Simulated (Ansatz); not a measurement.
Calculated with Ansatz (gas phase, PBE0-D4/def2-TZVP geometries, no zero-point term in ΔE). CCSD(T)/CBS adds triple-zeta CCSD(T) − MP2 to the extrapolated MP2 energy (def2 sets, frozen cores). def2 core potentials past Kr. For Mg, Mo outer-core shells are correlated without core-valence functions, which leaves a few kJ/mol of doubt a bond. Each species was taken in one conformer, which may not be the lowest.

Reaction (redistribution): `C[N](C)[Mg][F]` + `C[N]=[Mo](=[O])([OH])[N](C)C` → `C[N](C)[Mg][N](C)C` + `C[N]=[Mo](=[O])([OH])[F]`

```tsv
species	CCSD(T)/CBS(def2) energy (Eh)
`C[N](C)[Mg][F]`	-434.17400
`C[N]=[Mo](=[O])([OH])[N](C)C`	-448.16846
`C[N](C)[Mg][N](C)C`	-468.73203
`C[N]=[Mo](=[O])([OH])[F]`	-413.57520
```

(1) Work out ΔE.

Largest T1 diagnostic among the species: 0.022, so the coupled-cluster value is less sure than usual.

Answers

(1) ΔE = (-468.73203) + (-413.57520) − (-434.17400) − (-448.16846) = 0.03523 Eh = +92.5 kJ/mol.

At CCSD(T), def2-SVP lies +7.2 kJ/mol from the extrapolated value and def2-TZVPP −1.0 kJ/mol. From BLYP to BHLYP (50 % exact exchange), in def2-TZVPP and without D4, ΔE moves by +6.2 kJ/mol.
